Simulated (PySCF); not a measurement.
iodobenzene (C6H5I), singlet, geometry from GFN2-xTB (core potentials on I); REVPBE/def2-SVP (PySCF).

The PySCF input:
```python
from pyscf import gto, scf, dft

mol = gto.M(
    atom='''
I     1.549197    0.034203   -0.009534
C    -0.570315   -0.012591    0.003510
C    -1.222061   -1.231706   -0.018792
C    -2.606412   -1.256033   -0.010137
C    -3.325915   -0.073429    0.020467
C    -2.658982    1.139785    0.042540
C    -1.274905    1.176579    0.034158
H    -0.661164   -2.153436   -0.042646
H    -3.120447   -2.205375   -0.027461
H    -4.405149   -0.097256    0.027109
H    -3.214161    2.065521    0.066443
H    -0.754981    2.122171    0.051361
''',
    basis='def2-svp',
    ecp={'I': 'def2-svp'},
    charge=0,
    spin=0,
    verbose=4,
)

mf = dft.RKS(mol)
mf.xc = 'revpbe'
mf.grids.atom_grid = (99, 590)
mf.grids.prune = None
mf.kernel()
```

Output, abridged:

```
PySCF version 2.14.0

[INPUT] verbose = 4
[INPUT] num. atoms = 12
[INPUT] num. electrons = 66
[INPUT] charge = 0
[INPUT] spin (= nelec alpha-beta = 2S) = 0
[INPUT] symmetry False subgroup None
[INPUT] Mole.unit = angstrom
[INPUT] Symbol           X                Y                Z      unit          X                Y                Z       unit  Magmom
[INPUT]  1 I      1.549197000000   0.034203000000  -0.009534000000 AA    2.927558042998   0.064634302638  -0.018016648872 Bohr   0.0
[INPUT]  2 C     -0.570315000000  -0.012591000000   0.003510000000 AA   -1.077739154731  -0.023793541634   0.006632938697 Bohr   0.0
[INPUT]  3 C     -1.222061000000  -1.231706000000  -0.018792000000 AA   -2.309360597512  -2.327587005984  -0.035511733333 Bohr   0.0
[INPUT]  4 C     -2.606412000000  -1.256033000000  -0.010137000000 AA   -4.925404847780  -2.373558373416  -0.019156153725 Bohr   0.0
[INPUT]  5 C     -3.325915000000  -0.073429000000   0.020467000000 AA   -6.285068463583  -0.138760699601   0.038677024591 Bohr   0.0
[INPUT]  6 C     -2.658982000000   1.139785000000   0.042540000000 AA   -5.024747750148   2.153881490887   0.080388949339 Bohr   0.0
[INPUT]  7 C     -1.274905000000   1.176579000000   0.034158000000 AA   -2.409221284839   2.223412073915   0.064549264963 Bohr   0.0
[INPUT]  8 H     -0.661164000000  -2.153436000000  -0.042646000000 AA   -1.249418883422  -4.069404266779  -0.080589260308 Bohr   0.0
[INPUT]  9 H     -3.120447000000  -2.205375000000  -0.027461000000 AA   -5.896790216221  -4.167554751963  -0.051893769107 Bohr   0.0
[INPUT] 10 H     -4.405149000000  -0.097256000000   0.027109000000 AA   -8.324525147902  -0.183787203971   0.051228585511 Bohr   0.0
[INPUT] 11 H     -3.214161000000   2.065521000000   0.066443000000 AA   -6.073884010258   3.903268994538   0.125559072894 Bohr   0.0
[INPUT] 12 H     -0.754981000000   2.122171000000   0.051361000000 AA   -1.426707319250   4.010321979494   0.097058223484 Bohr   0.0

nuclear repulsion = 353.707845870099
number of shells = 61
number of NR pGTOs = 240
number of NR cGTOs = 135
basis = def2-svp
ecp = {'I': 'def2-svp'}

******** <class 'pyscf.dft.rks.RKS'> ********
method = RKS
initial guess = minao
damping factor = 0
level_shift factor = 0
DIIS = <class 'pyscf.scf.diis.CDIIS'>
diis_start_cycle = 1
diis_space = 8
diis_damp = 0
SCF conv_tol = 1e-09
SCF conv_tol_grad = None
SCF max_cycles = 50
direct_scf = True
direct_scf_tol = 1e-13
XC library pyscf.dft.libxc version 7.1.2
    S. Lehtola, C. Steigemann, M. J. T. Oliveira, and M. A. L. Marques,  SoftwareX 7, 1–5 (2018)
XC functionals = revpbe
    Y. Zhang and W. Yang,  Phys. Rev. Lett. 80, 890 (1998)
    J. P. Perdew, K. Burke, and M. Ernzerhof,  Phys. Rev. Lett. 77, 3865 (1996)
    J. P. Perdew, K. Burke, and M. Ernzerhof,  Phys. Rev. Lett. 78, 1396 (1997)
radial grids:
    Treutler-Ahlrichs [JCP 102, 346 (1995); DOI:10.1063/1.469408] (M4) radial grids

becke partition: Becke, JCP 88, 2547 (1988); DOI:10.1063/1.454033
pruning grids: None
grids dens level: 3
symmetrized grids: False
atomic radii adjust function: <function treutler_atomic_radii_adjust>
User specified grid scheme (99, 590)
small_rho_cutoff = 0
Set gradient conv threshold to 3.16228e-05
Initial guess from minao.
tot grids = 700920
init E= -498.991397332301
  HOMO = -0.570820838882994  LUMO = -0.564975827132426  gap/eV = 0.15905
cycle= 1 E= -525.199485021279  delta_E= -26.2  |g|= 3.82  |ddm|= 11.1
  HOMO = -0.151169207579877  LUMO = -0.149395137713222  gap/eV = 0.04827
cycle= 2 E= -492.370008523778  delta_E= 32.8  |g|= 7.56  |ddm|= 38.5
  HOMO = -0.0685727746505464  LUMO = -0.0674458122765138  gap/eV = 0.03067
cycle= 3 E= -524.729116054159  delta_E= -32.4  |g|= 3.04  |ddm|= 38.3
  HOMO = -0.193942294346802  LUMO = -0.0647456268035214  gap/eV = 3.51562
cycle= 4 E= -527.306957228472  delta_E= -2.58  |g|= 2.43  |ddm|= 7.71
  HOMO = -0.163518232508165  LUMO = -0.121360236301017  gap/eV = 1.14718
cycle= 5 E= -528.72703355833  delta_E= -1.42  |g|= 1.11  |ddm|= 3.73
  HOMO = -0.161484126131766  LUMO = -0.0310293714974499  gap/eV = 3.54985
cycle= 6 E= -529.001997513753  delta_E= -0.275  |g|= 0.685  |ddm|= 2.47
  HOMO = -0.226831031894298  LUMO = -0.0764623678327698  gap/eV = 4.09174
cycle= 7 E= -529.140816630911  delta_E= -0.139  |g|= 0.225  |ddm|= 1.07
  HOMO = -0.214644687910283  LUMO = -0.0609412528653834  gap/eV = 4.18248
cycle= 8 E= -529.152552699426  delta_E= -0.0117  |g|= 0.086  |ddm|=  0.3
  HOMO = -0.208227687570414  LUMO = -0.0554334873999629  gap/eV = 4.15774
cycle= 9 E= -529.154471571789  delta_E= -0.00192  |g|= 0.0268  |ddm|= 0.138
  HOMO = -0.210547943130345  LUMO = -0.0566116466782116  gap/eV = 4.18882
cycle= 10 E= -529.154623188245  delta_E= -0.000152  |g|= 0.0115  |ddm|= 0.0408
  HOMO = -0.21062625623674  LUMO = -0.0568878789608132  gap/eV = 4.18343
cycle= 11 E= -529.154652792187  delta_E= -2.96e-05  |g|= 0.00491  |ddm|= 0.0136
  HOMO = -0.210452905799629  LUMO = -0.0565525367161073  gap/eV = 4.18784
cycle= 12 E= -529.154659478283  delta_E= -6.69e-06  |g|= 0.000884  |ddm|= 0.00696
  HOMO = -0.210412595436976  LUMO = -0.0565154489674529  gap/eV = 4.18775
cycle= 13 E= -529.154659698677  delta_E= -2.2e-07  |g|= 0.000175  |ddm|= 0.00164
  HOMO = -0.210402972714425  LUMO = -0.0565067886558853  gap/eV = 4.18773
cycle= 14 E= -529.15465970978  delta_E= -1.11e-08  |g|= 2.03e-05  |ddm|= 0.000335
  HOMO = -0.210404129090078  LUMO = -0.0565089772967782  gap/eV = 4.18770
cycle= 15 E= -529.154659709868  delta_E= -8.82e-11  |g|= 1.23e-05  |ddm|= 3.79e-05
  HOMO = -0.210404414991764  LUMO = -0.0565092008375398  gap/eV = 4.18770
Extra cycle  E= -529.154659709638  delta_E= 2.3e-10  |g|= 2.95e-05  |ddm|= 5.46e-05
converged SCF energy = -529.154659709638
```
